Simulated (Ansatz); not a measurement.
**Ligand exchange: LiF + Sn(CH3)(SH) → LiSH + Sn(CH3)F**

Species: LiF, singlet; Sn(CH3)(SH), singlet; LiSH `[Li][SH]`, singlet; Sn(CH3)F, singlet. The partners trade F for SH: Li–F and Sn–SH bonds give way to Li–SH and Sn–F.

Shapes, held fixed at every level: PBE0-D4/def2-TZVP. Flexible molecules stand in one conformer, not always the lowest. Programs: Ansatz 0.2.0. The zero-point and thermal change to 298 K, harmonic and unscaled (PBE0-D4/def2-TZVP), is -3.9 kJ/mol.

**Question.** Estimate ΔH(298 K) of this reaction.

**Answer.** The highest level, CCSD(T)/def2-TZVPP, gives ΔH(298 K) = +46.9 kJ/mol; the levels span +26.3 to +55.3. The column of differences is taken from that level and isn't an error. No measured value is set beside it here. For atoms past krypton def2 sets carry core potentials with scalar relativity. Outer-core shells of Li, Sn are correlated in most correlated rows, in sets that cover them unevenly.

```json
{"level": "HF/def2-TZVPP", "kind": "Hartree–Fock", "ΔH(298 K) (kJ/mol)": "+26.3", "less CCSD(T)/def2-TZVPP": "-20.6"}
{"level": "PBE-D4/def2-TZVPP", "kind": "GGA", "ΔH(298 K) (kJ/mol)": "+54.0", "less CCSD(T)/def2-TZVPP": "+7.1"}
{"level": "r2SCAN-D4/def2-TZVPP", "kind": "meta-GGA", "ΔH(298 K) (kJ/mol)": "+44.0", "less CCSD(T)/def2-TZVPP": "-2.9"}
{"level": "B3LYP-D4/def2-TZVPP", "kind": "global hybrid", "ΔH(298 K) (kJ/mol)": "+52.9", "less CCSD(T)/def2-TZVPP": "+6.0"}
{"level": "MP2/def2-TZVPP", "kind": "perturbation theory", "ΔH(298 K) (kJ/mol)": "+54.5", "less CCSD(T)/def2-TZVPP": "+7.6"}
{"level": "CCSD/def2-SVP", "kind": "coupled cluster or CI", "ΔH(298 K) (kJ/mol)": "+55.3", "less CCSD(T)/def2-TZVPP": "+8.4"}
{"level": "CCSD/def2-TZVPP", "kind": "coupled cluster or CI", "ΔH(298 K) (kJ/mol)": "+44.1", "less CCSD(T)/def2-TZVPP": "-2.8"}
{"level": "CCSD(T)/def2-TZVPP", "kind": "coupled cluster or CI", "ΔH(298 K) (kJ/mol)": "+46.9", "less CCSD(T)/def2-TZVPP": "0.0"}
```
